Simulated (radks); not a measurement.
The numbers below are computed, except where a source is named.
Effect of the nuclear size on the tantalum ion Ta20+, [Kr] 4d10 4f7. Level of theory: Dirac Kohn-Sham, BLYP, spin-unpolarised, spherical densities, finite nucleus; open shells fill j = l - 1/2 first; Fermi nuclear charge, rms radius 5.3507 fm (a radial shooting solver on a logarithmic mesh with Libxc functionals). The rms radius is varied about that value; shifts are against it.

rms radius (fm) = 4.7086: total energy shift (eV) -12.1; density at nucleus (e/bohr^3) 1.37e+06; 1s1/2 shift (meV) -4910; 2s1/2 shift (meV) -686; 4s1/2 shift (meV) -39.6; 4p1/2 shift (meV) -0.473; 4f7/2 shift (meV) 0.822; 5s1/2 (empty) shift (meV) -11.7; 5p1/2 (empty) shift (meV) -0.203
rms radius (fm) = 5.1313: total energy shift (eV) -4.24; density at nucleus (e/bohr^3) 1.331e+06; 1s1/2 shift (meV) -1720; 2s1/2 shift (meV) -241; 4s1/2 shift (meV) -13.9; 4p1/2 shift (meV) -0.167; 4f7/2 shift (meV) 0.289; 5s1/2 (empty) shift (meV) -4.13; 5p1/2 (empty) shift (meV) -0.072
rms radius (fm) = 5.3507: total energy shift (eV) 0; density at nucleus (e/bohr^3) 1.312e+06; 1s1/2 shift (meV) 0.000; 2s1/2 shift (meV) 0.000; 4s1/2 shift (meV) 0.000; 4p1/2 shift (meV) 0.000; 4f7/2 shift (meV) 0.000; 5s1/2 (empty) shift (meV) 0.000; 5p1/2 (empty) shift (meV) 0.000
rms radius (fm) = 5.752: total energy shift (eV) 8.07; density at nucleus (e/bohr^3) 1.28e+06; 1s1/2 shift (meV) 3280; 2s1/2 shift (meV) 458; 4s1/2 shift (meV) 26.4; 4p1/2 shift (meV) 0.319; 4f7/2 shift (meV) -0.549; 5s1/2 (empty) shift (meV) 7.84; 5p1/2 (empty) shift (meV) 0.137
rms radius (fm) = 6.0195: total energy shift (eV) 13.7; density at nucleus (e/bohr^3) 1.261e+06; 1s1/2 shift (meV) 5550; 2s1/2 shift (meV) 775; 4s1/2 shift (meV) 44.7; 4p1/2 shift (meV) 0.541; 4f7/2 shift (meV) -0.930; 5s1/2 (empty) shift (meV) 13.3; 5p1/2 (empty) shift (meV) 0.232

Slopes of the eigenvalues against <r^2> in GHz/fm^2, as finite differences over the two radii next to the reference (eigenvalue slopes, not the field-shift constants of lines): 1s1/2 179000, 2s1/2 25000, 4s1/2 1440, 4p1/2 17.4, 4f7/2 -30.0, 5s1/2 (empty) 428, 5p1/2 (empty) 7.45.
